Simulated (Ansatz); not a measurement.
Input file for Ansatz (a quantum-chemistry and plane-wave program): R-PBE/def2-TZVPP on H2Sn (SMILES [SnH2]). Elements past Kr take the def2 small-core potentials; no spin–orbit coupling.

Ansatz 0.2 input:
```yaml
crystal:
  periodic: [false, false, false]
  atoms:
    - {symbol: Sn, position_ang: [-0.00013209, 0.04818934, 0.00000000]}
    - {symbol: H, position_ang: [-1.26196203, -1.20820154, 0.00000000]}
    - {symbol: H, position_ang: [1.26856631, -1.20126543, 0.00000000]}
basis:
  gaussian:
    orbitals: def2-TZVPP
hamiltonian:
  xc: {name: PBE}
accuracy: high
relax: {f_tol: 0.0005, max_steps: 60}
scf: {lower_state_search: off}
output: {forces: true}
```

The log:

```
WARN ansatz: RAYON_NUM_THREADS=1 ignored (pool sized by the plan → 1); use --threads N
Functional definition: PBE
these checks for a lower state are left out or cut short: stability, starts, cluster_reference, orbital_swaps, neighbouring_geometries, increment
integrals: 0.07 GiB planned
1473 factors; integrals over basis functions are off by at most 1.6e-9 eV
mean field: 0.19 GiB planned
mean field evaluation 1: about -5861.6004 eV, gradient 1.6e1 eV
mean field evaluation 2: about -5861.3375 eV, gradient 1.9e1 eV
mean field evaluation 4: about -5862.6680 eV, gradient 4.7e-1 eV
mean field evaluation 8: about -5862.6672 eV, gradient 6.8e-3 eV
mean field evaluation 16: about -5862.6672 eV, gradient 3.8e-7 eV
mean field -5862.66724650 eV, -215.4490474504 hartree, gradient 1.0e-8 eV, S^2 0.000000; 0 other end points of the search recorded, 0 dependent functions left out
the calculation of the forces begins
reference -5862.66724960 eV, -215.4490475642 hartree; 12, 12 occupied and 66, 66 virtual orbitals, 1473 factors
relax step   1: F+E_penalty+E_count = -5862.66724650 eV  Δ(F+E_penalty+E_count) = +0.000e0 eV  max|allowed force component| = 1.799e-1 eV/Å  Δτ_max = 0.0000 Å  (16 SCF iters, accepted)
these checks for a lower state are left out or cut short: stability, starts, cluster_reference, orbital_swaps, neighbouring_geometries, increment
integrals: 0.07 GiB planned
1473 factors; integrals over basis functions are off by at most 1.7e-9 eV
mean field: 0.19 GiB planned
mean field -5862.66723097 eV, -215.4490468795 hartree, gradient 1.1e-8 eV, S^2 0.000000; 0 other end points of the search recorded, 0 dependent functions left out
the calculation of the forces begins
reference -5862.66723407 eV, -215.4490469934 hartree; 12, 12 occupied and 66, 66 virtual orbitals, 1473 factors
relax step   2: F+E_penalty+E_count = -5862.66723097 eV  Δ(F+E_penalty+E_count) = +1.553e-5 eV  max|allowed force component| = 1.529e-1 eV/Å  Δτ_max = 0.0229 Å  (24 SCF iters, rejected (line search))
these checks for a lower state are left out or cut short: stability, starts, cluster_reference, orbital_swaps, neighbouring_geometries, increment
integrals: 0.07 GiB planned
1473 factors; integrals over basis functions are off by at most 1.7e-9 eV
mean field: 0.19 GiB planned
mean field evaluation 32: about -5862.6686 eV, gradient 2.4e-2 eV
mean field -5862.66858559 eV, -215.4490966608 hartree, gradient 1.3e-8 eV, S^2 0.000000; 0 other end points of the search recorded, 0 dependent functions left out
the calculation of the forces begins
reference -5862.66858869 eV, -215.4490967747 hartree; 12, 12 occupied and 66, 66 virtual orbitals, 1473 factors
relax step   3: F+E_penalty+E_count = -5862.66858559 eV  Δ(F+E_penalty+E_count) = -1.339e-3 eV  max|allowed force component| = 3.294e-3 eV/Å  Δτ_max = 0.0095 Å  (24 SCF iters, accepted)
these checks for a lower state are left out or cut short: stability, starts, cluster_reference, orbital_swaps, neighbouring_geometries, increment
integrals: 0.07 GiB planned
1473 factors; integrals over basis functions are off by at most 1.7e-9 eV
mean field: 0.19 GiB planned
mean field -5862.66858648 eV, -215.4490966937 hartree, gradient 3.9e-8 eV, S^2 0.000000; 0 other end points of the search recorded, 0 dependent functions left out
the calculation of the forces begins
reference -5862.66858958 eV, -215.4490968075 hartree; 12, 12 occupied and 66, 66 virtual orbitals, 1473 factors
relax step   4: F+E_penalty+E_count = -5862.66858648 eV  Δ(F+E_penalty+E_count) = -8.935e-7 eV  max|allowed force component| = 1.143e-4 eV/Å  Δτ_max = 0.0004 Å  (15 SCF iters, accepted)
Total energy: -5862.66858958 eV, -215.4490968075 hartree
Atom 0 at    -0.000159     0.058011     0.000000 Å, force     0.000000    -0.000065    -0.000000 eV/Å
Atom 1 at    -1.262286    -1.213113     0.000000 Å, force    -0.000114     0.000032     0.000000 eV/Å
Atom 2 at     1.268917    -1.206175    -0.000000 Å, force     0.000114     0.000033     0.000000 eV/Å
Dipole moment:    -0.000493     0.179799    -0.000000 e Å
Checks for a lower state left out: stability, starts, cluster_reference, orbital_swaps, neighbouring_geometries, increment
```

Self-consistency was reached.

Cost: about 14 core-seconds (a rough figure).
